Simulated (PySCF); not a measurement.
tantalum atom (Ta), quartet (core potentials on Ta); PySCF with DF-HF/def2-QZVP.

Here is a job for PySCF.
```python
from pyscf import gto, scf

mol = gto.M(
    atom='''
Ta    0.00000000    0.00000000    0.00000000
''',
    basis='def2-qzvp',
    ecp={'Ta': 'def2-qzvp'},
    spin=3,
    verbose=4,
)

mf = scf.UHF(mol)
mf = mf.density_fit(auxbasis='def2-universal-jkfit')
mf.kernel()
```

What the program printed (banner, timings and long lists left out):

```
PySCF version 2.14.0

[INPUT] verbose = 4
[INPUT] num. atoms = 1
[INPUT] num. electrons = 13
[INPUT] charge = 0
[INPUT] spin (= nelec alpha-beta = 2S) = 3
[INPUT] symmetry False subgroup None
[INPUT] Mole.unit = angstrom
[INPUT] Symbol           X                Y                Z      unit          X                Y                Z       unit  Magmom
[INPUT]  1 Ta     0.000000000000   0.000000000000   0.000000000000 AA    0.000000000000   0.000000000000   0.000000000000 Bohr   0.0

nuclear repulsion = 0
number of shells = 20
number of NR pGTOs = 94
number of NR cGTOs = 72
basis = def2-qzvp
ecp = {'Ta': 'def2-qzvp'}

******** <class 'pyscf.df.df_jk.DFUHF'> ********
method = DFUHF
initial guess = minao
damping factor = 0
level_shift factor = 0
DIIS = <class 'pyscf.scf.diis.CDIIS'>
diis_start_cycle = 1
diis_space = 8
diis_damp = 0
SCF conv_tol = 1e-09
SCF conv_tol_grad = None
SCF max_cycles = 50
direct_scf = False
number electrons alpha = 8  beta = 5
Set gradient conv threshold to 3.16228e-05
******** <class 'pyscf.df.df.DF'> ********
auxbasis = def2-universal-jkfit
init E= -36.5786086077148

cycle= 1 E= -56.2666120981862  delta_E= -19.7  |g|= 0.54  |ddm|= 3.71
cycle= 2 E= -56.2898960547365  delta_E= -0.0233  |g|= 0.0455  |ddm|= 0.519
cycle= 3 E= -56.2925967101645  delta_E= -0.0027  |g|= 0.0183  |ddm|= 0.158
cycle= 4 E= -56.2931943928896  delta_E= -0.000598  |g|= 0.0066  |ddm|= 0.0964
cycle= 5 E= -56.293345566511  delta_E= -0.000151  |g|= 0.00163  |ddm|= 0.068
cycle= 6 E= -56.2933580252229  delta_E= -1.25e-05  |g|= 0.000758  |ddm|= 0.0246
cycle= 7 E= -56.2933618297729  delta_E= -3.8e-06  |g|= 0.000605  |ddm|= 0.00664
cycle= 8 E= -56.2933660177442  delta_E= -4.19e-06  |g|= 0.000482  |ddm|= 0.00288
cycle= 9 E= -56.2933723371855  delta_E= -6.32e-06  |g|= 0.000178  |ddm|= 0.00699
cycle= 10 E= -56.2933730700979  delta_E= -7.33e-07  |g|= 7.48e-05  |ddm|= 0.00265
cycle= 11 E= -56.2933731369083  delta_E= -6.68e-08  |g|= 2.68e-05  |ddm|= 0.000761
cycle= 12 E= -56.2933731438239  delta_E= -6.92e-09  |g|= 5.76e-06  |ddm|= 0.000263
cycle= 13 E= -56.2933731440013  delta_E= -1.77e-10  |g|= 3.55e-06  |ddm|= 4.25e-05
Extra cycle  E= -56.2933731440579  delta_E= -5.66e-11  |g|= 3.07e-06  |ddm|= 8.55e-06
converged SCF energy = -56.2933731440579  <S^2> = 3.7780106  2S+1 = 4.0139809
```
